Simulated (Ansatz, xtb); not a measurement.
Energy difference R1 + 2 R2 → P1 + 2 P2, each structure at its B3LYP-D3(BJ)/def2-TZVP stationary point, reached from a drawn start (curvature not checked).
P1, H7NSi2 (SMILES [SiH3]N[SiH3]) (charge 0, multiplicity 1):
```xyz
10

Si     1.514    -0.251     0.324
N     -0.006    -0.389    -0.491
Si    -1.510     0.397    -0.153
H      2.616    -0.073    -0.654
H      1.434     0.925     1.216
H      1.840    -1.450     1.138
H     -0.037    -1.078    -1.231
H     -2.512    -0.517     0.452
H     -2.107     0.939    -1.398
H     -1.232     1.496     0.796
```
P2, H2 (SMILES [H][H]) (charge 0, multiplicity 1):
```xyz
2

H      0.0000     0.0000     0.3720
H      0.0000     0.0000    -0.3720
```
R1: NH3 (SMILES N), charge 0, multiplicity 1.
R2, SiH4 (SMILES [SiH4]) (charge 0, multiplicity 1):
```
atom    x (Å)    y (Å)    z (Å)
----  -------  -------  -------
Si     0.0000   0.0000   0.0000
H      0.8547   0.8547   0.8547
H     -0.8547  -0.8547   0.8547
H     -0.8547   0.8547  -0.8547
H      0.8547  -0.8547  -0.8547
```

P less R. No zero-point or thermal terms.

Frozen-core correlation throughout. CBS: X⁻³ extrapolation of the correlation energy, Hartree–Fock from the larger set.

Run with Ansatz (Gaussian orbitals); xtb for the GFN methods. No computed number here is a measurement.

Q: Estimate the reaction energy that BLYP/def2-TZVPP returns for this input.

A: -7.9 kcal/mol

Q: Estimate the reaction energy that CCSD(T)/CBS(cc-pV(T+d)Z, cc-pV(Q+d)Z) returns for this input.

A: -14.1 kcal/mol

Q: Give the reaction energy at the level GFN1-xTB.

A: 9.9 kcal/mol

Ansatz is a first-principles code.
